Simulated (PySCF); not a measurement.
Dipole polarisabilities along group 13, charge +2

Calculated with PySCF 2.14 for the ground configurations, without spin-orbit coupling: coupled response for Hartree-Fock and DFT. Mean α in bohr³, C₆ of like pairs in atomic units.

```csv
species,α UHF,α PBE,α PBE0,C₆ UHF,C₆ PBE,C₆ PBE0
"B²⁺ [He] 2s1 (aug-cc-pVQZ with one added diffuse shell each of s, p, d, f, g type, non-relativistic)",7.940,7.000,7.215,11.16,9.303,9.716
"Al²⁺ [Ne] 3s1 (aug-cc-pV(Q+d)Z with one added diffuse shell each of s, p, d, f, g type, non-relativistic)",15.40,13.59,14.13,43.75,36.17,38.32
"Ga²⁺ [Ar] 3d10 4s1 (aug-cc-pVQZ-PP with one added diffuse shell each of s, p, d, f, g type with ECP10MDF, ECP)",12.10,9.360,9.914,36.65,27.29,29.03
"In²⁺ [Kr] 4d10 5s1 (aug-cc-pVQZ-PP with one added diffuse shell each of s, p, d, f, g type with ECP28MDF, ECP)",17.49,13.07,13.85,78.23,59.21,62.23
"Tl²⁺ [Xe] 4f14 5d10 6s1 (aug-cc-pVQZ-PP with one added diffuse shell each of s, p, d, f, g type with ECP60MDF, ECP)",14.64,12.13,12.51,86.97,76.04,77.38
```
